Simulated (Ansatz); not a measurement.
Ansatz (a first-principles code) input file for C3H7NSi, SMILES NC=C=C[SiH3], PBE0-D3(BJ)/def2-SVP. 

Ansatz 0.2 input:
```yaml
crystal:
  periodic: [false, false, false]
  atoms:
    - {symbol: N, position_ang: [-1.88575686, 0.61613734, -1.91882523]}
    - {symbol: C, position_ang: [-1.75513187, 0.14122921, -0.60252452]}
    - {symbol: C, position_ang: [-0.69341202, -0.42924767, -0.10455338]}
    - {symbol: C, position_ang: [0.40547708, -0.89597953, 0.40787006]}
    - {symbol: Si, position_ang: [1.78754269, 0.17279196, 1.12070534]}
    - {symbol: H, position_ang: [-2.79918012, 0.44664704, -2.31808523]}
    - {symbol: H, position_ang: [-1.14859424, 0.28710548, -2.52838273]}
    - {symbol: H, position_ang: [-2.61943203, 0.32776085, 0.02318834]}
    - {symbol: H, position_ang: [0.55307484, -1.97122107, 0.44810855]}
    - {symbol: H, position_ang: [1.97760884, -0.18459392, 2.53047330]}
    - {symbol: H, position_ang: [3.02593813, -0.12045933, 0.38909099]}
    - {symbol: H, position_ang: [1.44368565, 1.58670002, 0.99275584]}
basis:
  gaussian:
    orbitals: def2-SVP
hamiltonian:
  xc: pbe0
  dispersion: d3bj
relax: {f_tol: 0.002, max_steps: 200}
```

Log of the run:

```
WARN ansatz: RAYON_NUM_THREADS=1 ignored (pool sized by the plan → 1); use --threads N
Functional definition: PBE0
integrals: 0.06 GiB planned
1211 factors; integrals over basis functions are off by at most 6.1e-4 eV
mean field: 0.43 GiB planned
mean field evaluation 1: about -12569.9792 eV, gradient 4.9e1 eV
mean field evaluation 2: about -12569.2556 eV, gradient 5.2e1 eV
mean field evaluation 4: about -12575.7715 eV, gradient 2.2e0 eV
mean field evaluation 8: about -12575.8139 eV, gradient 4.0e-2 eV
mean field -12575.81389577 eV, -462.1526364768 hartree, gradient 3.6e-5 eV, S^2 0.000000; 0 other end points of the search recorded, 0 dependent functions left out
the calculation of the forces begins
reference -12575.81392610 eV, -462.1526375915 hartree; 23, 23 occupied and 86, 86 virtual orbitals, 1211 factors
relax step   1: F+E_penalty+E_count = -12576.02624054 eV  Δ(F+E_penalty+E_count) = +0.000e0 eV  max|allowed force component| = 1.068e0 eV/Å  Δτ_max = 0.0000 Å  (26 SCF iters, accepted)
these checks for a lower state are left out or cut short: starts, cluster_reference, orbital_swaps, neighbouring_geometries, increment
integrals: 0.06 GiB planned
1211 factors; integrals over basis functions are off by at most 6.6e-4 eV
mean field: 0.43 GiB planned
mean field evaluation 16: about -12575.8250 eV, gradient 2.1e0 eV
mean field -12575.86712403 eV, -462.1545925791 hartree, gradient 7.5e-6 eV, S^2 0.000000; 0 other end points of the search recorded, 0 dependent functions left out
the calculation of the forces begins
reference -12575.86715453 eV, -462.1545937000 hartree; 23, 23 occupied and 86, 86 virtual orbitals, 1211 factors
relax step   2: F+E_penalty+E_count = -12576.07824836 eV  Δ(F+E_penalty+E_count) = -5.201e-2 eV  max|allowed force component| = 4.296e-1 eV/Å  Δτ_max = 0.0424 Å  (32 SCF iters, accepted)
these checks for a lower state are left out or cut short: starts, cluster_reference, orbital_swaps, neighbouring_geometries, increment
integrals: 0.06 GiB planned
1211 factors; integrals over basis functions are off by at most 7.0e-4 eV
mean field: 0.43 GiB planned
mean field -12575.83106134 eV, -462.1532672996 hartree, gradient 1.5e-5 eV, S^2 0.000000; 0 other end points of the search recorded, 0 dependent functions left out
the calculation of the forces begins
reference -12575.83109196 eV, -462.1532684252 hartree; 23, 23 occupied and 86, 86 virtual orbitals, 1211 factors
relax step   3: F+E_penalty+E_count = -12576.04166918 eV  Δ(F+E_penalty+E_count) = +3.658e-2 eV  max|allowed force component| = 5.652e-1 eV/Å  Δτ_max = 0.1531 Å  (31 SCF iters, rejected (line search))
these checks for a lower state are left out or cut short: starts, cluster_reference, orbital_swaps, neighbouring_geometries, increment
integrals: 0.06 GiB planned
1211 factors; integrals over basis functions are off by at most 6.8e-4 eV
mean field: 0.43 GiB planned
mean field evaluation 32: about -12575.8672 eV, gradient 1.4e-1 eV
mean field -12575.86726244 eV, -462.1545976658 hartree, gradient 8.0e-6 eV, S^2 0.000000; 0 other end points of the search recorded, 0 dependent functions left out
the calculation of the forces begins
reference -12575.86729301 eV, -462.1545987890 hartree; 23, 23 occupied and 86, 86 virtual orbitals, 1211 factors
relax step   4: F+E_penalty+E_count = -12576.07922760 eV  Δ(F+E_penalty+E_count) = -9.792e-4 eV  max|allowed force component| = 4.414e-1 eV/Å  Δτ_max = 0.0765 Å  (32 SCF iters, accepted)
these checks for a lower state are left out or cut short: starts, cluster_reference, orbital_swaps, neighbouring_geometries, increment
integrals: 0.06 GiB planned
1211 factors; integrals over basis functions are off by at most 6.7e-4 eV
mean field: 0.43 GiB planned
mean field -12575.87139752 eV, -462.1547496272 hartree, gradient 1.2e-5 eV, S^2 0.000000; 0 other end points of the search recorded, 0 dependent functions left out
the calculation of the forces begins
reference -12575.87142809 eV, -462.1547507507 hartree; 23, 23 occupied and 86, 86 virtual orbitals, 1211 factors
relax step   5: F+E_penalty+E_count = -12576.08289556 eV  Δ(F+E_penalty+E_count) = -3.668e-3 eV  max|allowed force component| = 1.742e-1 eV/Å  Δτ_max = 0.1000 Å  (30 SCF iters, accepted)
these checks for a lower state are left out or cut short: starts, cluster_reference, orbital_swaps, neighbouring_geometries, increment
integrals: 0.06 GiB planned
1211 factors; integrals over basis functions are off by at most 6.6e-4 eV
mean field: 0.43 GiB planned
mean field -12575.87640450 eV, -462.1549336303 hartree, gradient 8.8e-6 eV, S^2 0.000000; 0 other end points of the search recorded, 0 dependent functions left out
the calculation of the forces begins
reference -12575.87643506 eV, -462.1549347531 hartree; 23, 23 occupied and 86, 86 virtual orbitals, 1211 factors
relax step   6: F+E_penalty+E_count = -12576.08778553 eV  Δ(F+E_penalty+E_count) = -4.890e-3 eV  max|allowed force component| = 6.208e-2 eV/Å  Δτ_max = 0.0964 Å  (31 SCF iters, accepted)
these checks for a lower state are left out or cut short: starts, cluster_reference, orbital_swaps, neighbouring_geometries, increment
integrals: 0.06 GiB planned
1211 factors; integrals over basis functions are off by at most 6.6e-4 eV
mean field: 0.43 GiB planned
mean field -12575.87618145 eV, -462.1549254333 hartree, gradient 7.6e-6 eV, S^2 0.000000; 0 other end points of the search recorded, 0 dependent functions left out
the calculation of the forces begins
reference -12575.87621199 eV, -462.1549265554 hartree; 23, 23 occupied and 86, 86 virtual orbitals, 1211 factors
relax step   7: F+E_penalty+E_count = -12576.08773805 eV  Δ(F+E_penalty+E_count) = +4.748e-5 eV  max|allowed force component| = 4.706e-2 eV/Å  Δτ_max = 0.0470 Å  (32 SCF iters, rejected (line search))
these checks for a lower state are left out or cut short: starts, cluster_reference, orbital_swaps, neighbouring_geometries, increment
integrals: 0.06 GiB planned
1211 factors; integrals over basis functions are off by at most 6.6e-4 eV
mean field: 0.43 GiB planned
mean field evaluation 64: about -12575.8773 eV, gradient 7.6e-6 eV
mean field -12575.87725158 eV, -462.1549647599 hartree, gradient 7.6e-6 eV, S^2 0.000000; 0 other end points of the search recorded, 0 dependent functions left out
the calculation of the forces begins
reference -12575.87728213 eV, -462.1549658823 hartree; 23, 23 occupied and 86, 86 virtual orbitals, 1211 factors
relax step   8: F+E_penalty+E_count = -12576.08873433 eV  Δ(F+E_penalty+E_count) = -9.488e-4 eV  max|allowed force component| = 1.864e-2 eV/Å  Δτ_max = 0.0182 Å  (32 SCF iters, accepted)
these checks for a lower state are left out or cut short: starts, cluster_reference, orbital_swaps, neighbouring_geometries, increment
integrals: 0.06 GiB planned
1211 factors; integrals over basis functions are off by at most 6.6e-4 eV
mean field: 0.43 GiB planned
mean field -12575.87724811 eV, -462.1549646321 hartree, gradient 1.0e-5 eV, S^2 0.000000; 0 other end points of the search recorded, 0 dependent functions left out
the calculation of the forces begins
reference -12575.87727864 eV, -462.1549657543 hartree; 23, 23 occupied and 86, 86 virtual orbitals, 1211 factors
relax step   9: F+E_penalty+E_count = -12576.08876663 eV  Δ(F+E_penalty+E_count) = -3.231e-5 eV  max|allowed force component| = 1.448e-2 eV/Å  Δτ_max = 0.0065 Å  (24 SCF iters, accepted)
these checks for a lower state are left out or cut short: starts, cluster_reference, orbital_swaps, neighbouring_geometries, increment
integrals: 0.06 GiB planned
1211 factors; integrals over basis functions are off by at most 6.6e-4 eV
mean field: 0.43 GiB planned
mean field -12575.87726436 eV, -462.1549652294 hartree, gradient 4.2e-5 eV, S^2 0.000000; 0 other end points of the search recorded, 0 dependent functions left out
the calculation of the forces begins
reference -12575.87729489 eV, -462.1549663516 hartree; 23, 23 occupied and 86, 86 virtual orbitals, 1211 factors
relax step  10: F+E_penalty+E_count = -12576.08877586 eV  Δ(F+E_penalty+E_count) = -9.233e-6 eV  max|allowed force component| = 3.800e-3 eV/Å  Δτ_max = 0.0024 Å  (20 SCF iters, accepted)
these checks for a lower state are left out or cut short: starts, cluster_reference, orbital_swaps, neighbouring_geometries, increment
integrals: 0.06 GiB planned
1211 factors; integrals over basis functions are off by at most 6.6e-4 eV
mean field: 0.43 GiB planned
mean field -12575.87726409 eV, -462.1549652194 hartree, gradient 1.1e-5 eV, S^2 0.000000; 0 other end points of the search recorded, 0 dependent functions left out
the calculation of the forces begins
reference -12575.87729462 eV, -462.1549663415 hartree; 23, 23 occupied and 86, 86 virtual orbitals, 1211 factors
relax step  11: F+E_penalty+E_count = -12576.08877842 eV  Δ(F+E_penalty+E_count) = -2.561e-6 eV  max|allowed force component| = 5.799e-3 eV/Å  Δτ_max = 0.0042 Å  (23 SCF iters, accepted)
these checks for a lower state are left out or cut short: starts, cluster_reference, orbital_swaps, neighbouring_geometries, increment
integrals: 0.06 GiB planned
1211 factors; integrals over basis functions are off by at most 6.7e-4 eV
mean field: 0.43 GiB planned
mean field -12575.87726300 eV, -462.1549651794 hartree, gradient 3.1e-5 eV, S^2 0.000000; 0 other end points of the search recorded, 0 dependent functions left out
the calculation of the forces begins
reference -12575.87729353 eV, -462.1549663015 hartree; 23, 23 occupied and 86, 86 virtual orbitals, 1211 factors
relax step  12: F+E_penalty+E_count = -12576.08878389 eV  Δ(F+E_penalty+E_count) = -5.470e-6 eV  max|allowed force component| = 1.784e-3 eV/Å  Δτ_max = 0.0025 Å  (21 SCF iters, accepted)
these checks for a lower state are left out or cut short: starts, cluster_reference, orbital_swaps, neighbouring_geometries, increment
integrals: 0.06 GiB planned
1211 factors; integrals over basis functions are off by at most 6.7e-4 eV
mean field: 0.43 GiB planned
mean field -12575.87725795 eV, -462.1549649938 hartree, gradient 3.6e-5 eV, S^2 0.000000; 0 other end points of the search recorded, 0 dependent functions left out
the calculation of the forces begins
reference -12575.87728848 eV, -462.1549661158 hartree; 23, 23 occupied and 86, 86 virtual orbitals, 1211 factors
relax step  13: F+E_penalty+E_count = -12576.08878564 eV  Δ(F+E_penalty+E_count) = -1.741e-6 eV  max|allowed force component| = 1.689e-3 eV/Å  Δτ_max = 0.0030 Å  (21 SCF iters, accepted)
these checks for a lower state are left out or cut short: starts, cluster_reference, orbital_swaps, neighbouring_geometries, increment
integrals: 0.06 GiB planned
1211 factors; integrals over basis functions are off by at most 6.7e-4 eV
mean field: 0.43 GiB planned
mean field -12575.87725146 eV, -462.1549647552 hartree, gradient 2.0e-5 eV, S^2 0.000000; 0 other end points of the search recorded, 0 dependent functions left out
the calculation of the forces begins
reference -12575.87728199 eV, -462.1549658772 hartree; 23, 23 occupied and 86, 86 virtual orbitals, 1211 factors
relax step  14: F+E_penalty+E_count = -12576.08878621 eV  Δ(F+E_penalty+E_count) = -5.776e-7 eV  max|allowed force component| = 1.435e-3 eV/Å  Δτ_max = 0.0022 Å  (22 SCF iters, accepted)
integrals: 0.06 GiB planned
1211 factors; integrals over basis functions are off by at most 6.7e-4 eV
mean field: 0.43 GiB planned
mean field evaluation 96: about -12569.4543 eV, gradient 5.2e1 eV
mean field -12575.87725146 eV, -462.1549647552 hartree, gradient 2.0e-5 eV, S^2 0.000000; 1 other end points of the search recorded, 0 dependent functions left out
the calculation of the forces begins
reference -12575.87728199 eV, -462.1549658772 hartree; 23, 23 occupied and 86, 86 virtual orbitals, 1211 factors
Total energy: -12576.08881674 eV, -462.1627396361 hartree
Atom 0 at    -1.894051     0.630206    -1.923513 Å, force     0.000344    -0.000316    -0.000869 eV/Å
Atom 1 at    -1.735129     0.143158    -0.626605 Å, force     0.000493    -0.000506    -0.000589 eV/Å
Atom 2 at    -0.672174    -0.448745    -0.119436 Å, force    -0.000923     0.001419     0.001435 eV/Å
Atom 3 at     0.421130    -0.942641     0.416249 Å, force     0.001416    -0.000297    -0.001405 eV/Å
Atom 4 at     1.771865     0.151654     1.118829 Å, force    -0.000591    -0.000262    -0.000532 eV/Å
Atom 5 at    -2.827100     0.494269    -2.297565 Å, force     0.000291    -0.000189     0.000469 eV/Å
Atom 6 at    -1.191844     0.301854    -2.577524 Å, force    -0.000505     0.000560     0.000412 eV/Å
Atom 7 at    -2.582787     0.335575     0.043199 Å, force     0.000338    -0.000370     0.000139 eV/Å
Atom 8 at     0.552231    -2.035956     0.460514 Å, force    -0.000647     0.000158     0.000546 eV/Å
Atom 9 at     1.983110    -0.134638     2.573401 Å, force     0.000084    -0.000046     0.000138 eV/Å
Atom 10 at     3.074990    -0.102174     0.425411 Å, force    -0.000366     0.000170     0.000363 eV/Å
Atom 11 at     1.391579     1.584308     0.946862 Å, force     0.000066    -0.000320    -0.000106 eV/Å
Dipole moment:    -0.318589    -0.141044    -0.312387 e Å
```

The calculation finished and met its thresholds.
